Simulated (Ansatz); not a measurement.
Species: C3H8OSi, SMILES `C/C(O)=C\[SiH3]` (C–C–O–H torsion 180°) (charge 0, multiplicity 1).

Give a relaxed geometry from PBE0-D3(BJ)/def2-TZVP (Ansatz, a program for electronic structure).

One answer among several that fit: the end point of this relaxation, one of several conformers (outside a Z-matrix the atoms follow the SMILES, hydrogens last).
Cartesian coordinates (Å) in one orientation:
```xyz
13

C     -1.134     0.493     0.836
C     -0.810    -0.171    -0.459
O     -1.887    -0.477    -1.228
C      0.417    -0.472    -0.894
Si     1.980    -0.127     0.022
H     -0.239     0.717     1.414
H     -1.778    -0.150     1.445
H     -1.668     1.434     0.661
H     -2.693    -0.201    -0.784
H      0.476    -0.958    -1.865
H      3.131    -0.608    -0.786
H      2.176     1.327     0.290
H      2.027    -0.809     1.348
```
